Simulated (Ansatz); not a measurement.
Molecule: C₆H₉N (charge 0, singlet). SMILES: Cc1ccc(C)[nH]1
Geometry: optimised at B3LYP-D3(BJ)/def2-TZVP (Ansatz, a program for electronic structure).

Wanted: atomisation energy (electronic, to ground-state atoms), in eV. Valence correlation only, unless marked. Open shells are spin-unrestricted. Spin-orbit coupling is left out. No relativistic terms. The coupled-cluster limit lacks core correlation, which all-electron functionals hold. Basis-set limits of correlation are two-point, X^-3; Hartree-Fock from the larger set. The bracket is a focal-point correction in the basis named.

```json
[
 {"level": "HF/6-31G*", "program": "Ansatz", "atomisation energy (eV)": "52.59"},
 {"level": "HF/aug-cc-pVTZ", "program": "Ansatz", "atomisation energy (eV)": "52.84"},
 {"level": "SVWN5/def2-TZVPD", "program": "Ansatz", "atomisation energy (eV)": "83.41"},
 {"level": "PBE-D4/def2-TZVPD", "program": "Ansatz + dftd4", "atomisation energy (eV)": "74.66"},
 {"level": "B3LYP-D3(BJ)/def2-TZVPD", "program": "Ansatz + dftd3", "atomisation energy (eV)": "72.49"},
 {"level": "r2SCANh/def2-TZVPD", "program": "Ansatz", "atomisation energy (eV)": "72.07"},
 {"level": "LC-wPBE/def2-TZVPD", "program": "Ansatz", "atomisation energy (eV)": "72.53"},
 {"level": "B2GP-PLYP-D3(BJ)/def2-TZVPD", "program": "Ansatz + dftd3", "atomisation energy (eV)": "71.62"},
 {"level": "B2GP-PLYP-D4/def2-TZVPD", "program": "Ansatz + dftd4", "atomisation energy (eV)": "71.57"},
 {"level": "B2PLYP/def2-TZVPD", "program": "Ansatz", "atomisation energy (eV)": "71.56"},
 {"level": "MP2/6-31G", "program": "Ansatz", "atomisation energy (eV)": "62.97"},
 {"level": "MP2/aug-cc-pVDZ", "program": "Ansatz", "atomisation energy (eV)": "68.99"},
 {"level": "MP2/cc-pVTZ", "program": "Ansatz", "atomisation energy (eV)": "71.87"},
 {"level": "SCS-MP2/STO-3G", "program": "Ansatz", "atomisation energy (eV)": "71.45"},
 {"level": "SCS-MP2/cc-pVDZ", "program": "Ansatz", "atomisation energy (eV)": "67.49"},
 {"level": "CCSD/6-31G*", "program": "Ansatz", "atomisation energy (eV)": "65.48"},
 {"level": "CCSD/aug-cc-pVDZ", "program": "Ansatz", "atomisation energy (eV)": "66.28"},
 {"level": "CCSD(T)/6-31G*", "program": "Ansatz", "atomisation energy (eV)": "66.34"},
 {"level": "CCSD(T)/aug-cc-pVTZ", "program": "Ansatz", "atomisation energy (eV)": "70.66"},
 {"level": "RI-MP2/CBS(cc-pVTZ,cc-pVQZ)+[CCSD(T)-MP2]/cc-pVDZ", "program": "Ansatz", "atomisation energy (eV)": "72.18"},
 {"level": "CCSD(T)/CBS(cc-pVTZ,cc-pVQZ)", "program": "Ansatz", "atomisation energy (eV)": "72.08"}
]
```
